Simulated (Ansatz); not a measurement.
Input and output for the cluster PAu₄⁻.

```yaml
crystal:
  periodic: [false, false, false]
  atoms:
    - {symbol: P, position_ang: [-0.645367, -1.114585, 0.712393]}
    - {symbol: Au, position_ang: [1.667218, 3.281751, 0.458458]}
    - {symbol: Au, position_ang: [-2.219841, -0.776391, -0.964324]}
    - {symbol: Au, position_ang: [0.755413, -2.325827, -0.693108]}
    - {symbol: Au, position_ang: [0.442587, 0.935052, 0.486581]}
basis:
  gaussian: {orbitals: def2-SVP}
total_charge: -1
hamiltonian: {xc: {name: PBEsol}}
accuracy: high
scf: {omitted_lower_state_checks: [starts]}
```

```sh
$ ansatz run in.yaml --threads 4 --pin off --events-out ev --progress --plain --max-ram 4787MiB
```

It prints (some lines left out):

```
Functional definition: PBEsol
3142 factors; integrals over basis functions are off by at most 3.4e-8 eV
mean field evaluation 1: about -24031.2635 eV, gradient 2.0e1 eV
mean field evaluation 2: about -23866.3994 eV, gradient 1.8e2 eV
mean field evaluation 4: about -24032.1997 eV, gradient 8.0e0 eV
mean field evaluation 8: about -24032.3878 eV, gradient 3.7e-1 eV
mean field evaluation 16: about -24032.3857 eV, gradient 1.5e-3 eV
mean field -24032.38565300 eV, -883.1738830117 hartree, gradient 2.4e-8 eV, S^2 0.000000; 0 other end points of the search recorded, 0 dependent functions left out
reference -24032.38565633 eV, -883.1738831341 hartree; 46, 46 occupied and 100, 100 virtual orbitals, 3142 factors
Total energy: -24032.38565633 eV, -883.1738831341 hartree
Checks for a lower state left out: starts
```

It took 8.5 s on 4 threads of Arm Neoverse V2 on a shared host, peak host memory 0.6 GiB.

In the def2 sets Au takes a core potential; there is no spin–orbit coupling. The highest occupied level of an anion often lies above zero with these methods, and sets without diffuse functions describe the outer electron poorly.
